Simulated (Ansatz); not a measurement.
Cl$_{4}$Pd (SMILES [Cl][Pd-2]([Cl])([Cl])[Cl]), charge -2, singlet, at a GFN2-xTB geometry (such geometries of metal compounds can be far from the true shape) (core potentials on Pd) (a gas-phase anion, which may not be bound at this level); Ansatz (an electronic-structure program) with WB97X/def2-SVP.

Input for Ansatz:
Ansatz 0.2 input:
```yaml
crystal:
  periodic: [false, false, false]
  atoms:
    - {symbol: Pd, position_ang: [-0.00000000, -0.00000000, -0.00000000]}
    - {symbol: Cl, position_ang: [2.19013518, -0.73965983, 0.01465684]}
    - {symbol: Cl, position_ang: [0.73958819, 2.19017230, 0.01257871]}
    - {symbol: Cl, position_ang: [-2.19013518, 0.73965983, -0.01465684]}
    - {symbol: Cl, position_ang: [-0.73958819, -2.19017230, -0.01257871]}
basis:
  gaussian:
    orbitals: def2-SVP
hamiltonian:
  xc: {name: wB97X}
total_charge: -2
```

The log (banner, timings and long lists left out):

```
Functional definition: wB97X
972 factors; integrals over basis functions are off by at most 2.6e-4 eV
204 factors; integrals over basis functions are off by at most 1.5e-5 eV
mean field evaluation 1: about -53557.0304 eV, gradient 3.2e1 eV
mean field evaluation 2: about -53555.8539 eV, gradient 4.0e1 eV
mean field evaluation 4: about -53559.4214 eV, gradient 7.6e-1 eV
mean field evaluation 8: about -53559.5547 eV, gradient 7.6e-2 eV
mean field evaluation 16: about -53559.5548 eV, gradient 1.1e-4 eV
mean field -53559.55478139 eV, -1968.2773342460 hartree, gradient 1.4e-5 eV, S^2 0.000000; 0 other end points of the search recorded, 0 dependent functions left out
reference -53559.55472967 eV, -1968.2773323451 hartree; 44, 44 occupied and 59, 59 virtual orbitals, 972 factors
Total energy: -53559.55472967 eV, -1968.2773323451 hartree
```
